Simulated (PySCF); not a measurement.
Computed shifts of a molecule C8H6, PySCF with PBE/pcSseg-1, GIAO, gas phase, equivalent atoms averaged, in ppm (number of nuclei): ¹³C: 148.9 (2), 133.2 (2), 129.5 (1), 124.5 (2), 114.8 (1). ¹H: 8.82 (2), 6.75 (2), 6.67 (2). References: ¹³C against TMS (σ = 182.0 ppm); ¹H against TMS (σ = 31.49 ppm), references at their B3LYP-D3(BJ)/def2-TZVP geometries, non-relativistic. Coordinates come from a B3LYP-D3(BJ)/def2-SVP optimisation. The values are those of a single conformer.

**Question.** Which molecule gave these data?
A. C#CC(=C=CC)C#C
B. C#CC1=C(C#C)CC1
C. C#CC=C=CCC#C
D. C1=CC(=C2C=C2)C=C1

**Answer.** D, C1=CC(=C2C=C2)C=C1
